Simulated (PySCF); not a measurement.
# SnF4, singlet: molecular constants

All numbers come from PBE0/[Sn def2-SVP with ECP28, F def2-SVP], scalar-relativistic core potentials, density fitting, no spin–orbit coupling, PySCF.

The structure is a minimum.

Z-matrix (Å, degrees; charge 0 multiplicity 1):
```
Sn
F  1 1.9023
F  1 1.9023 2 109.47
F  1 1.9023 2 109.47 3 120.00
F  1 1.9023 2 109.47 3 -120.00
```

```json
{"Point group": "Td", "Bond lengths": "Sn–F 1.902 Å (×4)", "Bond angles": "F–Sn–F 109.5° (×6)", "Zero-point energy": "21.0 kJ/mol", "Lowest empty level": "-3.74 eV", "Highest occupied level": "-12.04 eV", "Principal quadrupole moments (Buckingham, traceless) about the centre of mass": "0.00, 0.00, 0.00 D Å", "Heat capacity Cp at 298.15 K": "87.3 J/(mol K)", "Rotational symmetry number": "12", "Atomisation energy without zero-point energy": "1596 kJ/mol", "Principal polarisabilities": "25.0, 25.0, 25.0 bohr³", "Enthalpy at 298.15 K above 0 K": "19.48 kJ/mol", "Rotational constants": "0.09195, 0.09195, 0.09195 cm⁻¹", "Dipole moment": "0.00 D", "Entropy at 298.15 K and 1 bar": "327.7 J/(mol K)"}
```

Harmonic modes (masses in u: Sn 119.902, F 18.998):
| symmetry | ω (cm⁻¹) | IR (km/mol, summed over degenerate members) | μ (u) | type |
| --- | --- | --- | --- | --- |
| e | 128 | 0.0 | 19.00 | bend |
| t2 | 176 | 146 | 23.14 | bend |
| a1 | 647 | 0.0 | 19.00 | stretch |
| t2 | 695 | 190 | 22.28 | stretch |

In Td the vibrations span e + 2t2 + a1. The a1, e modes carry no infrared intensity, as symmetry demands.

Charges (e):
```csv
atom,Mulliken,Löwdin,polar tensor,Mayer order to Sn1
Sn1,1.57,1.08,2.30,–
"F2,3,4,5",-0.39,-0.27,-0.57,0.92
```

Mulliken populations on Sn1 (electrons outside its core potential): s 2.85, p 7.18, d 10.40.

Outer orbital energies (eV). occupied: -12.32, -12.32, -12.18, -12.18, -12.18, -12.04, -12.04, -12.04; empty: -3.74, 0.54, 0.54, 0.54.

Counting electrons, tin keeps none of its valence electrons outside its bonds, so the VSEPR class is AX4 and the expected shape is tetrahedral (Td), as computed.

The final relaxation and frequency run took 22 s on 2 threads of a shared Arm Neoverse V1 host, with 82 basis functions and 8 gradients; the process peaked at 1.1 GiB.
